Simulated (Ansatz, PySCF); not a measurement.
This Ansatz (an electronic-structure program) input computes a SVWN5/def2-TZVPD energy:

Ansatz 0.2 input:
```yaml
crystal:
  periodic: [false, false, false]
  atoms:
    - {symbol: Sb, position_ang: [0.06785236, 0.04010139, 0.98563919]}
    - {symbol: Br, position_ang: [0.88206480, -1.82779314, -0.70905765]}
    - {symbol: Br, position_ang: [-0.98093538, 1.76935969, -0.72715946]}
basis:
  gaussian:
    orbitals: def2-TZVPD
hamiltonian:
  xc: {name: SVWN5}
total_charge: -1
output: {forces: true}
```

### Question
Write an input for the same energy in PySCF and say what it gives.

### Answer

```python
from pyscf import gto, scf, dft

mol = gto.M(
    atom='''
    Sb    0.06785236    0.04010139    0.98563919
    Br    0.88206480   -1.82779314   -0.70905765
    Br   -0.98093538    1.76935969   -0.72715946
    ''',
    basis='def2-tzvpd',
    ecp='def2-tzvp',
    charge=-1,
    spin=0,
    verbose=4,
)

mf = dft.RKS(mol, xc='svwn').density_fit(auxbasis='def2-universal-jkfit')
mf.grids.level = 3
mf.conv_tol = 1e-9
mf.max_cycle = 100
mf.max_memory = 1500
mf.kernel()
if not mf.converged:
    mf = mf.newton()
    mf.kernel(mf.make_rdm1())
mf.analyze()
```
It gives -5381.27471 Eh, and Ansatz -5381.27465 Eh, a difference of 0.06 mEh, from the treatment of integrals and grids.
